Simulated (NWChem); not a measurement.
CH$_{3}$AlF$_{2}$O; SMILES C[O][Al]([F])[F]

```xyz
8

Al     0.0108     0.5252     0.0003
F      1.1457     1.7207    -0.0007
F     -1.5808     0.9667     0.0000
O      0.5025    -1.0683     0.0021
C      0.0155    -2.3704    -0.0013
H      0.3700    -2.9112    -0.8956
H      0.3808    -2.9194     0.8834
H     -1.0884    -2.4159     0.0052
```
Atoms are numbered in this order, from 1.

Results from NWChem. Structure relaxed at the PBE0/def2-SVP level. LC-ωPBE (HJS hole) with def2-SVP; x = 1 − exp(−ω/0.25 bohr⁻¹) is a scale chosen for this fit.

```csv
row,x,−ε(HOMO) (eV)
ω = 0.05,0.181,7.69
ω = 0.15,0.451,9.08
ω = 0.25,0.632,10.19
ω = 0.30,0.699,withheld
ω = 0.50,0.865,11.96
```

Task: Fit a straight line of the last column on the one before it, predict the withheld value, and compare with the run.

Result: 
1. Means of the 4 shown rows: x = 0.5323, y = 9.730. Slope Σ(x − x̄)(y − ȳ)/Σ(x − x̄)² = 1.557/0.2507 = 6.213; intercept 6.423.
2. The shown rows scatter about the line by 0.153 (root mean square); the largest residual is +0.16, at ω = 0.50.
3. At x = 0.699 (ω = 0.30; inside the shown range) the line gives 10.77.
4. The run gives 10.65, -0.12 from the line, 0.8 times the scatter.
